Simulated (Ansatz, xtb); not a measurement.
# C3H5F3OSi: 3 structures ranked

3 gas-phase structures of C3H5F3OSi, from a drawn sample of its isomers (lower ones may exist). Each was relaxed with GFN2-xTB:

A. `FC(F)(F)[C@@H]1O[C@@H]1[SiH3]`, a singlet
B. `FC(F)(F)[C@@H]1O[C@H]1[SiH3]`, a singlet
C. `FC(F)(F)[C@@]1([SiH3])CO1`, a singlet

**Question.** Which do you expect lowest at r2SCAN-D4/def2-SVP, and how would the others follow?

**Answer.** Calculated order at r2SCAN-D4/def2-SVP: C (0.0), B (0.6), A (3.3) kcal/mol. Less than 1 kcal/mol parts C and B, so the order within that pair means little.

Energies above the lowest of each column, in kcal/mol; the last columns are at B3LYP/def2-SVP geometries:

```csv
structure,GFN2-xTB,HF/STO-3G,r2SCAN-D4/def2-SVP,B3LYP/def2-SVP,CCSD(T)/def2-SVP + ΔMP2/def2-TZVPP
C,0.0,0.6,0.0,0.2,0.0
B,4.1,0.0,0.6,0.0,0.4
A,4.3,1.6,3.3,2.3,3.0
```

CCSD(T)/def2-SVP + ΔMP2/def2-TZVPP has B and C within 1 kcal/mol of each other at the bottom, and every level picks one of them. ΔMP2 is the change of the MP2 energy from the smaller to the larger basis.

Programs: Ansatz 0.2.0, xtb 6.7.1.
